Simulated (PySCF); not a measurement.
# Radial density of Pt⁺ (platinum, charge +1)

B3LYP, [Xe] 4f14 5d8 6p1, one real determinant (an excited configuration). Calculation: PySCF 2.14, in x2c-TZVPPall with one added diffuse shell each of s, p, d, f type (12s8p8d4f1g, 113 functions); the spin-free X2C one-electron Hamiltonian (Gaussian nucleus).

| r (bohr) | 4πr²ρ (e/bohr) | 4πr²(ρα − ρβ) |
| --- | --- | --- |
| 0.0135 | 107.6 | 0.0010 |
| 0.0227 | 94.85 | 0.0045 |
| 0.0381 | 127.8 | 0.0175 |
| 0.0641 | 137.4 | 0.0759 |
| 0.108 | 116.5 | 0.1615 |
| 0.181 | 118.7 | 0.0023 |
| 0.305 | 76.13 | 0.2683 |
| 0.513 | 63.74 | 0.0305 |
| 0.864 | 22.13 | 0.8844 |
| 1.45 | 9.782 | 1.4580 |
| 2.44 | 1.826 | 0.6456 |
| 4.11 | 0.3171 | 0.2569 |
| 6.91 | 0.01733 | 0.0172 |
| 11.6 | 1.290e-05 | 0.0000 |

Densities and radii are taken from the X2C orbitals without a picture-change correction, which distorts them close to the nucleus.

⟨L²⟩ = 14.01 against 20 for a pure G term, so this real determinant mixes terms. Spin-orbit coupling, absent here, splits the open shell strongly.
